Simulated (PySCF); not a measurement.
Ionising SbO

UHF-SCS-MP2; basis Sb def2-TZVPPD with ECP28, O def2-TZVPPD; scalar-relativistic core potentials; PySCF 2.14. Neutral (UHF): doublet (π ↑), Re = 1.834 Å, ωe = 816 cm⁻¹, De = 4.21 eV.

SbO⁻ (ROHF): triplet (π ↑↑), Re = 1.882 Å, ωe = 755 cm⁻¹, De = 4.26 eV to Sb + O⁻. The energies at the minima are -314.63907 hartree for SbO and -314.69006 for SbO⁻.

(1) Work out the adiabatic electron affinity, without and with harmonic zero-point energies (1 hartree = 27.2114 eV, 1 eV = 8065.5 cm⁻¹), and the change of the bond length.

Correlated steps freeze 5 core orbitals. UHF and ROHF references stand side by side, which adds small steps between rows. These are scalar-relativistic numbers at best; spin–orbit coupling would shift them, the dissociation energy most. For an ion De counts to the pair picked by the measured ionisation energies or electron affinities, which need not be the lowest pair at this level. States were picked by a PBE0 search and need not be the measured ground states.

Neutral and ion stand on different kinds of reference determinant, which adds to the error of the difference.

## Answers

(1) At SCS-MP2: 0.05099 hartree = 1.388 eV between the minima; the zero-point term (816.0 − 755.0)/2 cm⁻¹ = +0.004 eV makes it 1.391 eV. Re changes by +4.8 pm against the neutral. The electron enters a π orbital; the charge polarises the partner, so the anion is bound more strongly.
